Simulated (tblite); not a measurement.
C6H16BPSi.
Atom-mapped SMILES: `[CH3:1][B:2]([CH3:3])[P:4]1[CH2:5][CH2:6][C@@H:7]([SiH3:8])[CH2:9]1` (hydrogens: H10, H11, H12 on C1; H13, H14, H15 on C3; H16, H17 on C5; H18, H19 on C6; H20 on C7; H21, H22, H23 on Si8; H24, H25 on C9)

Computed with GFN2-xTB (tblite), gas phase: L-BFGS steps from a force-field or distance-geometry start until the largest atomic force falls under 0.01 eV/Å.

Step 6: E = -720.2491 eV
```
atom  x, y, z in Å  |  force x, y, z in eV/Å
C1      2.8880    1.0441    0.9272    0.006   0.053   0.075
B2      1.9107    0.4624   -0.1614    0.060  -0.047   0.050
C3      2.3347   -0.8430   -0.9320    0.018  -0.050  -0.069
P4      0.3694    1.4572   -0.6279   -0.008   0.045  -0.049
C5     -0.5089    1.4981    1.0343   -0.024   0.028   0.115
C6     -1.6780    0.5129    0.9590   -0.044   0.049   0.074
C7     -1.3430   -0.5827   -0.0482    0.075   0.000   0.046
Si8    -2.8543   -1.6359   -0.4952   -0.077  -0.059   0.000
C9     -0.7634    0.1212   -1.2674   -0.072   0.009  -0.108
H10     3.0314    0.3459    1.7524   -0.033  -0.006   0.000
H11     3.8784    1.1896    0.4982    0.038   0.037  -0.013
H12     2.5665    1.9956    1.3476    0.020   0.010   0.037
H13     3.3073   -1.2207   -0.6264    0.041  -0.030  -0.022
H14     2.3698   -0.6619   -2.0061    0.015  -0.014  -0.029
H15     1.6163   -1.6508   -0.7895   -0.003  -0.004  -0.006
H16     0.1916    1.2104    1.8211   -0.002   0.046  -0.016
H17    -0.8617    2.5101    1.2534    0.057  -0.066  -0.040
H18    -1.8808    0.0833    1.9429   -0.021   0.027  -0.014
H19    -2.5764    1.0426    0.6362   -0.003   0.017  -0.039
H20    -0.5598   -1.2123    0.3922    0.007   0.024   0.000
H21    -3.3613   -2.2641    0.7262   -0.026  -0.029  -0.023
H22    -3.8757   -0.7588   -1.0756    0.016  -0.054   0.010
H23    -2.4373   -2.6482   -1.4654   -0.034  -0.035  -0.011
H24    -1.5580    0.5833   -1.8615    0.017   0.039   0.038
H25    -0.2162   -0.5542   -1.9250   -0.022   0.009  -0.005
```

Step 7: E = -720.2514 eV
```
atom  x, y, z in Å  |  force x, y, z in eV/Å
C1      2.8877    1.0481    0.9295    0.016   0.006   0.039
B2      1.9111    0.4608   -0.1597    0.080  -0.033   0.029
C3      2.3371   -0.8449   -0.9341    0.007  -0.023  -0.037
P4      0.3685    1.4545   -0.6275    0.020   0.052  -0.032
C5     -0.5079    1.4983    1.0360   -0.042   0.003   0.084
C6     -1.6792    0.5131    0.9596   -0.018   0.062   0.060
C7     -1.3443   -0.5837   -0.0478    0.052   0.027   0.040
Si8    -2.8560   -1.6394   -0.4953   -0.058  -0.043   0.008
C9     -0.7660    0.1208   -1.2676   -0.043   0.016  -0.077
H10     3.0310    0.3454    1.7513   -0.035   0.014   0.012
H11     3.8793    1.1901    0.4996    0.009   0.050   0.001
H12     2.5679    2.0001    1.3528    0.025  -0.034   0.009
H13     3.3104   -1.2237   -0.6284    0.004  -0.018  -0.037
H14     2.3698   -0.6646   -2.0089    0.026  -0.005  -0.003
H15     1.6160   -1.6510   -0.7918    0.018   0.000   0.002
H16     0.1949    1.2139    1.8223   -0.024   0.028  -0.021
H17    -0.8586    2.5110    1.2529    0.040  -0.058  -0.037
H18    -1.8829    0.0849    1.9437   -0.026   0.023  -0.015
H19    -2.5770    1.0425    0.6333    0.012   0.021  -0.022
H20    -0.5578   -1.2080    0.3922    0.010  -0.009   0.006
H21    -3.3639   -2.2670    0.7272   -0.018  -0.023  -0.040
H22    -3.8768   -0.7601   -1.0761    0.027  -0.067   0.018
H23    -2.4391   -2.6516   -1.4673   -0.039  -0.020   0.006
H24    -1.5575    0.5866   -1.8608   -0.018   0.037   0.023
H25    -0.2175   -0.5522   -1.9259   -0.025  -0.008  -0.013
```

Step 8: E = -720.2530 eV
```
atom  x, y, z in Å  |  force x, y, z in eV/Å
C1      2.8880    1.0508    0.9316    0.023  -0.030   0.001
B2      1.9127    0.4592   -0.1581    0.065  -0.009  -0.001
C3      2.3390   -0.8465   -0.9360    0.003   0.004  -0.003
P4      0.3683    1.4536   -0.6277    0.036   0.031  -0.001
C5     -0.5080    1.4982    1.0383   -0.027  -0.016   0.017
C6     -1.6803    0.5143    0.9607    0.002   0.041   0.021
C7     -1.3446   -0.5838   -0.0470    0.010   0.034   0.020
Si8    -2.8578   -1.6424   -0.4952   -0.004  -0.016   0.016
C9     -0.7683    0.1209   -1.2687   -0.007   0.022  -0.018
H10     3.0301    0.3453    1.7510   -0.027   0.021   0.027
H11     3.8800    1.1915    0.5006   -0.008   0.053   0.015
H12     2.5693    2.0028    1.3566    0.022  -0.051  -0.005
H13     3.3126   -1.2262   -0.6304   -0.015  -0.014  -0.046
H14     2.3702   -0.6665   -2.0111    0.030   0.002   0.009
H15     1.6161   -1.6513   -0.7933    0.028  -0.001   0.004
H16     0.1969    1.2168    1.8230   -0.027   0.006  -0.008
H17    -0.8559    2.5110    1.2520    0.015  -0.019  -0.025
H18    -1.8849    0.0863    1.9441   -0.033   0.017  -0.003
H19    -2.5773    1.0429    0.6309    0.018   0.027  -0.009
H20    -0.5561   -1.2053    0.3924    0.009  -0.022   0.008
H21    -3.3661   -2.2695    0.7272   -0.018  -0.025  -0.039
H22    -3.8771   -0.7622   -1.0763    0.021  -0.064   0.015
H23    -2.4411   -2.6544   -1.4686   -0.040  -0.011   0.017
H24    -1.5578    0.5898   -1.8600   -0.046   0.035   0.007
H25    -0.2188   -0.5510   -1.9268   -0.031  -0.016  -0.020
```

**Question.** Estimate the geometry and energy of step 9. (The exact step hangs on the optimiser's Hessian estimate; all steps are aligned on step 8, rigid shifts and turns removed.)

**Answer.** E = -720.2540 eV, largest force 0.058 eV/Å
```
atom  x, y, z in Å  |  force x, y, z in eV/Å
C1      2.8886    1.0519    0.9329    0.023  -0.043  -0.019
B2      1.9149    0.4581   -0.1572    0.033   0.011  -0.024
C3      2.3402   -0.8475   -0.9373    0.005   0.017   0.014
P4      0.3687    1.4537   -0.6279    0.037   0.004   0.020
C5     -0.5084    1.4979    1.0398    0.001  -0.017  -0.036
C6     -1.6810    0.5157    0.9618    0.009   0.010  -0.013
C7     -1.3447   -0.5833   -0.0461   -0.017   0.024  -0.001
Si8    -2.8588   -1.6445   -0.4948    0.043   0.005   0.020
C9     -0.7698    0.1213   -1.2697    0.014   0.024   0.023
H10     3.0291    0.3455    1.7514   -0.014   0.016   0.037
H11     3.8804    1.1933    0.5015   -0.006   0.048   0.022
H12     2.5705    2.0034    1.3588    0.011  -0.048  -0.009
H13     3.3137   -1.2280   -0.6325   -0.014  -0.015  -0.044
H14     2.3711   -0.6676   -2.0123    0.027   0.008   0.010
H15     1.6167   -1.6515   -0.7941    0.028  -0.002   0.005
H16     0.1976    1.2186    1.8233   -0.020  -0.011   0.008
H17    -0.8539    2.5106    1.2509   -0.004   0.016  -0.013
H18    -1.8868    0.0875    1.9444   -0.037   0.015   0.007
H19    -2.5772    1.0437    0.6292    0.016   0.032  -0.002
H20    -0.5550   -1.2040    0.3927    0.001  -0.017   0.006
H21    -3.3678   -2.2715    0.7265   -0.020  -0.030  -0.028
H22    -3.8770   -0.7647   -1.0760    0.008  -0.052   0.009
H23    -2.4431   -2.6562   -1.4690   -0.037  -0.009   0.020
H24    -1.5588    0.5923   -1.8594   -0.050   0.029   0.004
H25    -0.2201   -0.5507   -1.9277   -0.038  -0.012  -0.019
```

The energy changes by -0.0010 eV. The first-order estimate −F·Δx gives -0.0014 eV and the mean of the old and new forces, exact on a quadratic surface, -0.0010 eV. The step makes an angle of 52° with the force vector and moves no atom by more than 0.003 Å.

The cost below is that of the whole relaxation. Hardware: one thread of an Arm Neoverse V2, no GPU, shared host with 32 logical CPUs at a one-minute load of 17. Cost: 0.9 s.
